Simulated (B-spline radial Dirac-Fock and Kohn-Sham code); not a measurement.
# Photoionisation of nitrogen ions at Cu Kα (8047.8 eV)

Level of theory: independent-particle photoionisation in a Dirac-Hartree-Slater potential with a Latter tail, all multipoles, thresholds from Dirac-Fock ΔSCF; a radial atomic solver. Cross sections in kb; a dash marks an empty subshell or a threshold above the photon energy.

```
ion  configuration   total     1s       2s     2p1/2     2p3/2
  N   [He] 2s2 2p3  0.1644  0.156  0.00834  4.04e-05  7.91e-05
N²⁺   [He] 2s2 2p1  0.1672  0.157   0.0106  2.02e-05  3.97e-05
N⁵⁺            1s2  0.1574  0.157        –         –         –
```

Values without a named source are computed, but for edge energies of neutral atoms, which are taken from tables.
